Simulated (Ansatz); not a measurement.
C2H7O (SMILES C[OH+]C), charge +1, singlet, at a GFN2-xTB geometry; B3LYP/def2-TZVP in Ansatz (a first-principles code).

The Ansatz input:
Ansatz 0.2 input:
```yaml
crystal:
  periodic: [false, false, false]
  atoms:
    - {symbol: C, position_ang: [1.10967298, 0.54922356, 0.04860559]}
    - {symbol: O, position_ang: [0.03350020, -0.26768774, -0.47828916]}
    - {symbol: C, position_ang: [-1.16420259, -0.25473849, 0.33929896]}
    - {symbol: H, position_ang: [1.40258613, 0.23749568, 1.05185818]}
    - {symbol: H, position_ang: [0.76404907, 1.58231963, 0.06944989]}
    - {symbol: H, position_ang: [1.95603381, 0.47188039, -0.63243928]}
    - {symbol: H, position_ang: [0.34834441, -1.19130007, -0.56990702]}
    - {symbol: H, position_ang: [-1.90557419, -0.89344774, -0.13876942]}
    - {symbol: H, position_ang: [-1.53957651, 0.76783903, 0.36394651]}
    - {symbol: H, position_ang: [-0.96668669, -0.60019546, 1.35474718]}
basis:
  gaussian:
    orbitals: def2-TZVP
    fitting: {mean_field: def2-universal-JKFIT}
hamiltonian:
  xc: b3lyp
total_charge: 1
```

It wrote (shortened):

```
Functional definition: B3LYP
353 factors; integrals over basis functions are off by at most 8.8e-1 eV
mean field evaluation 1: about -4216.5782 eV, gradient 7.8e1 eV
mean field evaluation 2: about -4209.0436 eV, gradient 1.0e2 eV
mean field evaluation 4: about -4228.6544 eV, gradient 5.2e0 eV
mean field evaluation 8: about -4228.6986 eV, gradient 1.3e-2 eV
mean field -4228.69858770 eV, -155.4018067833 hartree, gradient 1.1e-5 eV, S^2 0.000000; 0 other end points of the search recorded, 0 dependent functions left out
reference -4228.69880662 eV, -155.4018148282 hartree; 13, 13 occupied and 122, 122 virtual orbitals, 353 factors
Total energy: -4228.69880662 eV, -155.4018148282 hartree
```
